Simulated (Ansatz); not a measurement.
C$_{2}$H$_{5}$GeNO (`[GeH3][CH]1N=CO1`) at its PBE0-D4/def2-TZVP geometry, where that method's forces vanish. Charge 0, multiplicity 1.

```tsv
atom	x (Å)	y (Å)	z (Å)
Ge1	0.062	-0.382	-1.485
C2	0.434	-0.310	0.453
N3	0.675	1.030	0.977
C4	-0.425	0.847	1.605
O5	-0.808	-0.400	1.245
H6	-0.422	-1.793	-1.849
H7	1.362	-0.064	-2.236
H8	-1.019	0.662	-1.783
H9	1.151	-1.058	0.798
H10	-1.010	1.470	2.274
```

**Question.** For each bond, give half the difference of the two atoms' forces along it (eV/Å; positive pushes the atoms apart) under PBE-D4, r2SCAN-D4, B3LYP-D4, ωB97M-V in def2-TZVPP. (Best estimate.)

**Answer.** Computed: 
```
  bond  length (Å)  PBE-D4  r2SCAN-D4  B3LYP-D4  ωB97M-V
Ge1–C2       1.975   -0.04      -0.05      0.01    -0.10
Ge1–H6       1.536    0.06      -0.05     -0.03    -0.07
Ge1–H7       1.534    0.05      -0.05     -0.03    -0.06
Ge1–H8       1.532    0.07      -0.05     -0.02    -0.07
 C2–N3       1.459    0.31       0.22      0.26     0.28
 C2–O5       1.476    0.57       0.46      0.42     0.23
 C2–H9       1.092    0.03      -0.10     -0.28    -0.20
 N3–C4       1.280    0.87       0.39      0.17    -0.03
 C4–O5       1.353    0.64       0.39      0.39     0.25
C4–H10       1.085   -0.28      -0.22     -0.33    -0.19
```

B3LYP here is the variant with VWN-RPA as its local correlation; programs differ in this.
